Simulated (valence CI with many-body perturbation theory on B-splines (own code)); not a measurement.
# Basis-set convergence for Ta³⁴⁺

Computed by configuration interaction combined with many-body perturbation theory (CI+MBPT): three valence electrons over a frozen Dirac-Fock core [Kr], radial functions for each j: 7 s, 7 p, 8 d, 6 f, 4 g, 1 h, with the one-electron correlation potential Σ1 (screened to all orders), the two-electron term Σ2, the three-electron term Σ3, Breit, model QED; selected single and double excitations, second order for the rest, scaled by the run's own slope (own B-spline code, finite nucleus).

The last digits are not significant, and no measured levels were compared; by estimate large intervals hold to a few tenths of a per cent, small ones and those within an open d or f shell to about a per cent. Only levels of the ground parity were solved; by the run's estimate the other parity begins above the list, which can be wrong where configurations are misplaced.

The reference run has the lowest level (4d3/2^3) J=3/2 and an ionisation energy of 1435.58 eV. Its largest variational space holds 4978 state functions.

Levels are named by their leading jj configuration (3d3/2^4 stands for four electrons in 3d with j = 3/2), which in mixed levels can hold well under half, so a name can repeat and another be missing. Letters in brackets count levels of one name in rising energy.

Changed runs:
A. basis 6 s, 6 p, 5 d, 5 f, 1 g
B. basis 5 s, 5 p, 4 d, 4 f

Excitation energies of the reference run in cm⁻¹, and shifts in cm⁻¹:

```csv
Level,Reference,A,B
(4d3/2^2 4d5/2) J=5/2 [a],111260,-147,-438
(4d3/2^2 4d5/2) J=3/2,130615,-84,+20
(4d3/2^2 4d5/2) J=7/2,141117,-28,+71
(4d3/2^2 4d5/2) J=9/2,144359,+22,+300
(4d3/2^2 4d5/2) J=1/2,145951,-54,+226
(4d3/2^2 4d5/2) J=5/2 [b],207566,+43,+566
(4d3/2 4d5/2^2) J=7/2 [a],251459,-93,-192
(4d3/2 4d5/2^2) J=9/2,264434,-95,-78
(4d3/2 4d5/2^2) J=3/2 [a],278037,-31,+68
(4d3/2 4d5/2^2) J=1/2,286661,+4.3,+449
(4d3/2 4d5/2^2) J=5/2 [a],294019,-0.6,+417
(4d3/2 4d5/2^2) J=11/2,294276,+30,+543
Ionisation energy (eV),1435.58,-0.042,-0.11
```
